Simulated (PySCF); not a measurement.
CHCl₂F₃Si. Atoms are numbered in the order given.

```xyz
8

Si     0.5166     0.5805     0.0000
Cl     1.4085    -0.1601     1.6772
Cl     1.4085    -0.1601    -1.6772
C     -1.3065    -0.0300     0.0000
F     -1.4028    -1.3664     0.0000
F     -1.9555     0.4300    -1.0855
F     -1.9555     0.4300     1.0855
H      0.5427     2.0550     0.0000
```

Coordinates come from a ωB97X-D3(BJ)/def2-SVP optimisation.

All values below come from r2SCAN/def2-TZVP run with PySCF.

Atomic charges (e):

```tsv
atom	meta-Löwdin	Löwdin
Si1	0.82	-0.33
Cl2	?	0.29
Cl3	?	0.29
C4	?	-0.80
F5	-0.26	0.20
F6	-0.27	0.19
F7	-0.27	0.19
H8	?	-0.03
```

Some entries are withheld; supply them. (The exact figures need the calculation; the answer reports its results.)


- Cl2, meta-Löwdin: -0.25
- Cl3, meta-Löwdin: -0.25
- C4, meta-Löwdin: 0.56
- H8, meta-Löwdin: -0.08

Give the Mayer and Wiberg (Löwdin basis) orders of the bonds. (The exact figures need the calculation; the answer reports its results.)


```
bond     Mayer  Wiberg
-------  -----  ------
Si1–Cl2   1.21    1.90
Si1–Cl3   1.21    1.90
Si1–C4    0.91    0.99
C4–F5     1.10    1.79
C4–F6     1.08    1.77
C4–F7     1.08    1.77
Si1–H8    0.92    0.91
```
